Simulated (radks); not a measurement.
All-electron atom: S II in [Ne] 3s2 3p3.

Method: Dirac Kohn-Sham, PBE, spin-unpolarised, spherical densities, point nucleus; open shells fill j = l - 1/2 first; computed with a radial shooting solver on a logarithmic mesh with Libxc functionals.

Energy parts (eV):
total: -10846.949
kinetic: 10895.779
electron-nucleus: -25708.067
Hartree: 4649.767
exchange-correlation: -684.428

Orbitals (lengths in bohr, moments of r in powers of bohr; <r^-3> diverges for s and p1/2):
\begin{tabular}{lrrr}
orbital & occ. & eigenvalue (eV) & <r^-3> \\ \hline
1s1/2 & 2 & -2417.642 & - \\
2s1/2 & 2 & -223.3859 & - \\
2p1/2 & 2 & -169.0499 & - \\
2p3/2 & 4 & -167.7860 & 80.67 \\
3s1/2 & 2 & -27.6102 & - \\
3p1/2 & 2 & -16.8450 & - \\
3p3/2 & 1 & -16.7461 & 6.370 \\
\end{tabular}

The highest occupied level is 3p3/2 at -16.746 eV. Summed over all electrons, <r^2> = 20.91 bohr^2, which gives a Langevin (diamagnetic) susceptibility term of -16.6 x 10^-6 cm^3/mol. For comparison, the ionisation energy in NIST's Atomic Spectra Database is 23.338 eV (measured). In exact Kohn-Sham theory the highest level is minus the ionisation energy, but local and semilocal functionals leave it too shallow, through self-interaction and a potential that decays too fast; potentials with the right tail come closer. The density falls to 0.001 e/bohr^3 at r = 3.71 bohr.

Beside tabulated values, note that spin-unpolarised runs miss the spin-polarisation part of the exchange energy of open shells.
